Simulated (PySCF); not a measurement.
## Ionisation energy of Hg⁷⁵⁺ by level of theory

Hg⁷⁵⁺ [He] 2s2 2p1 (2P) → Hg⁷⁶⁺ [He] 2s2 (1S), as a difference of total energies. Computed with PySCF 2.14 in an uncontracted even-tempered set (18 s from 56 bohr⁻², ratio 2.2; 13 p from 72 bohr⁻², ratio 2.2; 5 d from 270 bohr⁻², ratio 2.4; 5 f from 400 bohr⁻², ratio 2.4; 4 g from 600 bohr⁻², ratio 2.4), with the spin-free X2C one-electron Hamiltonian (Gaussian nucleus). Correlated levels: nothing frozen; virtual orbitals above 40 to 60 times the deepest correlated orbital energy dropped. The calculations carry no spin-orbit coupling.

```json
{"method": "UHF", "ionisation energy (eV)": "21129.6"}
{"method": "MP2 (all electrons)", "ionisation energy (eV)": "21129.6"}
{"method": "SCS-MP2 (all electrons)", "ionisation energy (eV)": "21129.4"}
{"method": "CCSD (all electrons)", "ionisation energy (eV)": "21129.5"}
{"method": "CCSD(T) (all electrons)", "ionisation energy (eV)": "21129.5"}
```

For this ion Breit and QED terms and the two-electron picture change, all absent here, outweigh the differences among the correlated methods.

The reference lies between the lowest fine-structure levels, while these numbers refer to the centres of the terms.

For comparison: 22580 ± 100 eV (theoretical estimate listed by NIST; NIST Atomic Spectra Database, ionization energies).
